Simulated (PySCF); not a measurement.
Cost of one run: shielding job, `n1ccc(cc1C)O` (4-hydroxy-2-methylpyridine).

Method: GIAO PBE0/pcSseg-1 NMR shielding, non-relativistic, gas phase (PySCF 2.14.0, density-fitted response routines). Geometry: GFN2-xTB. Work: shieldings, ring-centre shieldings, charges and field gradients, density fitting. A driver script takes a list of jobs; this job's settings line and coordinates (Å) are shown.

Command:
```bash
OMP_NUM_THREADS=1 python probes_run.py task.json out
```

Input:
```
{"job": {"kind": "nmr", "xc": "PBE0", "basis": "pcSseg-1"}, "charge": 0, "multiplicity": 1}
C     -2.405799    -0.366196    -0.096819
C     -0.962109     0.019545    -0.011493
C      0.038396    -0.932073    -0.162266
C      1.366637    -0.531889    -0.074704
O      2.339877    -1.462028    -0.219978
C      1.639153     0.813827     0.160089
C      0.567308     1.677212     0.293751
N     -0.695775     1.300762     0.212061
H     -2.644855    -1.104189     0.666869
H     -2.622750    -0.804534    -1.069376
H     -3.024108     0.514457     0.047317
H     -0.193763    -1.968806    -0.344118
H      3.209196    -1.051029    -0.135050
H      2.656415     1.170906     0.235782
H      0.727764     2.732027     0.476023
```

Hardware: an Arm Neoverse V1 with one thread, shared host. PySCF's memory limit was set to 1280 MB.

Question: How large is the basis?

Answer: 171 functions for 58 electrons, with 877 fitting functions; the fitted three-index integrals, 877 × 171 × 172/2 numbers of 8 bytes, come to 98 MiB.

Question: How long does the run take?

Answer: About 22 s. The SCF took 14 cycles.

Question: Estimate the peak memory.

Answer: About 0.76 GiB. Peak memory is the resident size of the whole Python process, interpreter and libraries included.

The SCF part of the output:
```
coarse grid: 13008 points
cycle   1  E = -362.2311507914  dE =  1.487e+00  |g| = 6.312e-01  |ddm| = 3.746e+00
cycle   2  E = -362.1889049720  dE =  4.225e-02  |g| = 8.131e-01  |ddm| = 1.394e+00
cycle   3  E = -362.3101219146  dE = -1.212e-01  |g| = 1.193e-01  |ddm| = 8.225e-01
cycle   4  E = -362.3129052898  dE = -2.783e-03  |g| = 4.277e-02  |ddm| = 1.236e-01
cycle   5  E = -362.3132919560  dE = -3.867e-04  |g| = 1.700e-02  |ddm| = 6.597e-02
cycle   6  E = -362.3133616145  dE = -6.966e-05  |g| = 4.308e-03  |ddm| = 2.212e-02
cycle   7  E = -362.3133653029  dE = -3.688e-06  |g| = 1.269e-03  |ddm| = 4.380e-03
final grid: 127056 points
cycle   8  E = -362.3686955088  dE = -3.311e-05  |g| = 9.616e-03  |ddm| = 3.777e-02
cycle   9  E = -362.3686731252  dE =  2.238e-05  |g| = 1.436e-02  |ddm| = 2.157e-02
cycle  10  E = -362.3687150797  dE = -4.195e-05  |g| = 1.739e-03  |ddm| = 1.367e-02
cycle  11  E = -362.3687157647  dE = -6.850e-07  |g| = 3.887e-04  |ddm| = 1.884e-03
cycle  12  E = -362.3687157929  dE = -2.825e-08  |g| = 1.845e-04  |ddm| = 5.629e-04
cycle  13  E = -362.3687158008  dE = -7.883e-09  |g| = 2.308e-05  |ddm| = 2.068e-04
cycle  14  E = -362.3687158009  dE = -1.011e-10  |g| = 9.211e-06  |ddm| = 2.681e-05
converged SCF energy = -362.3687158009
```

On the final grid dE counts from the start density on that grid.

The host was shared with other jobs, so the times are rough.
